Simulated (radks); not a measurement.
Question: The mean radii <r> (bohr) of the occupied orbitals of an atom or ion are listed with their occupations. Method: non-relativistic Kohn-Sham, PBE, spin-polarised, spherical densities, point nucleus; computed with a radial shooting solver on a logarithmic mesh with Libxc functionals.

orbital  occ.      <r>
1s up       1  0.02868
1s down     1  0.02868
2s up       1   0.1234
2s down     1   0.1234
2p up       3   0.1051
2p down     3   0.1051
3s up       1   0.3251
3s down     1   0.3252
3p up       3   0.3150
3p down     3   0.3151
3d up       5   0.2845
3d down     4   0.2847
4s up       1   0.7339
4s down     1   0.7351
4p up       3   0.7552
4p down     3   0.7569
4d up       5   0.8032
4d down     2   0.8069

Name the element and its charge. Open shells, if any, are filled with parallel spins first.

Answer: Z = 53, iodine, charge +11: I11+ in [Ar] 3d9 4s2 4p6 4d7. The 1s radius gives Z: for a bare nucleus <r> = 1.5/Z, 0.0283 bohr for Z = 53, and screening makes it slightly larger (0.02868 here). The occupations add up to 42, and the charge is Z minus that.
